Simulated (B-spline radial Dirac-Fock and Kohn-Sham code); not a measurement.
## Run log: Ga

ΔSCF core binding energies without Breit or QED terms, calculated with a radial atomic solver. Keys: rel is the Hamiltonian (dirac, or spin-free x2c and nr, where L3 and M5 stand for the whole 2p and 3d shells), method is hf or an exchange,correlation pair (spin-unpolarised, also for the hole states), nuc the nuclear model, radius_factor scales its radius, rmax is the box in bohr, h the logarithmic mesh step, order the B-spline order, points the quadrature points per cell, c_factor scales the speed of light, and damp, ndamp, maxit and tol steer the iteration. The run stops when the commutator error falls below 10·tol·max(1, Z/10), or the numerical noise floor, and the energy has settled to about 1e-8 Ha; the virial ratio is −V/T.

Input (task.json):

```json
{"items": [{"Z": 31, "q": 0, "cfg": [[1, 0, 2], [2, 0, 2], [2, 1, 6], [3, 0, 2], [3, 1, 6], [3, 2, 10], [4, 0, 2], [4, 1, 1]], "A": 69, "rrms": 3.9973, "do": "settings", "holes": ["K", "L3", "M5"],
  "settings": [{"rel": "dirac", "method": "hf", "nuc": "sphere", "radius_factor": 1.0, "rmax": 45.0, "h": 0.3, "order": 8, "points": 10, "c_factor": 10.0, "maxit": 60, "damp": 0.5, "ndamp": 3, "tol": 0.0001}]}]}
```

Command: `python xray2_run.py task.json out`

Ground-state iterations:

```
iter   energy (Ha)        error
   1    -1922.78167788  1.09e+00
   2    -1923.27779477  1.08e-01
   3    -1923.44054851  2.62e-02
   4    -1923.44157280  1.17e-02
   5    -1923.44184919  1.10e-03
   6    -1923.44185709  1.70e-04
   7    -1923.44185778  4.15e-05
   8    -1923.44185783  2.46e-05
```

The ground state converged in 8 iterations, with total energy -1923.44186 Ha, virial ratio 1.99981 and highest orbital energy -5.67 eV. ΔSCF binding energies: K (1s) 10259.6 eV, L3 (2p3/2) 1128.4 eV, M5 (3d5/2) 25.72 eV.
